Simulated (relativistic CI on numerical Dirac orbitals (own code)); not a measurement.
**One change at a time: Zn XXIX**

Base calculation: Dirac-Coulomb-Breit CI, KLI orbitals optimised for each configuration, QED by a radiative potential, unscaled Slater integrals.

Configuration list: 1s2, 1s 2s, 1s 2p, 1s 3s, 1s 3p, 1s 3d, 1s 4s, 1s 4p, 1s 4d, 1s 4f, 1s 5s, 1s 5p, 1s 5d, 1s 5f, 1s 5g, 1s 6s, 1s 6p, 1s 6d. Levels of other configurations are missing.

The lowest level and the first level of each name with at least 55 % of one term (blank where a level has no safe partner in the second run):

```csv
Level,Base (eV),Shift (eV)
1s2 1S_0,0.0,0.0
1s 2s 3S_1,8911.1,+9.6
1s 2p 3P°_0,8945.9,+6.1
1s 2p 3P°_1,8948.5,+9.0
1s 2s 1S_0,8948.7,+7.8
1s 2p 3P°_2,8976.8,+9.4
1s 2p 1P°_1,8997.4,+9.3
1s 3s 3S_1,10563.2,+9.6
1s 3p 3P°_0,10572.8,+8.7
1s 3s 1S_0,10573.3,+9.1
1s 3p 3P°_1,10573.6,+9.4
1s 3p 3P°_2,10582.0,+9.6
1s 3d 3D_2,10586.9,+9.7
1s 3d 3D_1,10587.1,+9.4
```

At this charge energies of transitions that change n are usually good to better than 1 %, and those within a shell (Δn = 0) to a few per cent.

Task: One thing was changed in a second run, which moved the levels as shown. Which?
A. Breit term removed
B. configuration mixing switched off
C. non-relativistic limit
D. QED terms removed

Result: A. Breit term removed. The Breit term mainly narrows fine-structure intervals, so removing it widens them.

LS names give the leading component of a level, which can be under half, so a name can repeat, a term be missing and a line seem to break the LS rules.
